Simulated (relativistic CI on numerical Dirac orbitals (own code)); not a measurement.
## Slater and spin-orbit integrals, Tm LIV

These numbers are calculated, not measured: Dirac-Coulomb-Breit CI, KLI orbitals optimised for each configuration, model QED (radiative potential, 1s self-energy scaled to tabulated hydrogen-like ionisation energies), unscaled Slater integrals (own radial code, finite nucleus).

Slater integrals F^k, G^k are unscaled and averaged over j, outside the closed core [Ne]; ζ comes from projecting the Hamiltonian with its Breit term on Σ l·s of the shell.

- 3s2 3p4: F^2(3p,3p) = 492450, ζ(3p) = 1.3589e+06 cm⁻¹; <r>(3p) = 0.1988, <r^2>(3p) = 0.04577 (bohr units).
- 3s 3p5: G^1(3s,3p) = 624330, ζ(3p) = 1.3587e+06 cm⁻¹; <r>(3s) = 0.2035, <r^2>(3s) = 0.0473, <r>(3p) = 0.1989, <r^2>(3p) = 0.04582 (bohr units).
- 3s2 3p3 3d: F^2(3p,3p) = 492120, ζ(3p) = 1.3578e+06, F^2(3p,3d) = 496640, G^1(3p,3d) = 515070, G^3(3p,3d) = 348220, ζ(3d) = 185180 cm⁻¹; <r>(3p) = 0.199, <r^2>(3p) = 0.04584, <r>(3d) = 0.1761, <r^2>(3d) = 0.03576 (bohr units).

Averages of the first 10 configurations, taken without configuration mixing, which lowers the lowest level and can move excited configurations by several eV; other configurations of the list can lie among them:

```
Configuration  Parity  States  Average energy above the lowest level (eV)
      3s2 3p4    even      15                                       178.8
       3s 3p5     odd      12                                       529.2
   3s2 3p3 3d     odd     200                                       519.5
          3p6    even       1                                       901.1
    3s 3p4 3d    even     300                                       860.7
       3p5 3d     odd      60                                      1223.4
   3s 3p3 3d2     odd    1800                                      1200.6
3s2 3p2 3d 4p     odd     900                                      2888.3
       3p5 4s     odd      12                                      3119.5
 3s 3p3 3d 4s     odd     800                                      3084.2
```
